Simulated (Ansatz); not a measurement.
NbTe₂⁺, relaxed as a triplet with UKS r2SCAN-D4/def2-TZVP in Ansatz, starting from the r2SCAN-D4/def2-TZVP geometry of the charge +1 singlet. Force threshold 0.02 eV/Å.

In the def2 sets Nb, Te take a core potential; there is no spin–orbit coupling. The relaxation made no stability test and no search for a lower SCF solution. The structure comes from a short search, and lower isomers may exist.

Start:

```xyz
3

Nb    0.984   -0.032    0.057
Te   -0.619   -1.254    1.463
Te   -0.365    1.286   -1.520
```

**Question.** Estimate the energy that the relaxation releases and the steps that it takes.

**Answer.** 3.9 kcal/mol, in 4 steps; 19 s on 4 threads of Arm Neoverse V2 on a shared host. No frequencies were taken in this run, so the end may be a saddle point.

**Question.** Does the start keep its bonding and symmetry?

**Answer.** By distances, no bond broke or formed. The bond that changes most is Nb1–Te2, from 2.46 to 2.49 Å (atoms count from 1). Point group C2v at the start, C2v at the end, both within 0.05 Å.

**Question.** Predict the relaxed structure.

**Answer.** 
Cartesian coordinates in Å:
```
Nb 1.156 -0.037 0.067
Te -0.694 -1.136 1.322
Te -0.462 1.173 -1.389
```
Bond lengths: 2 × Nb–Te 2.49 Å.
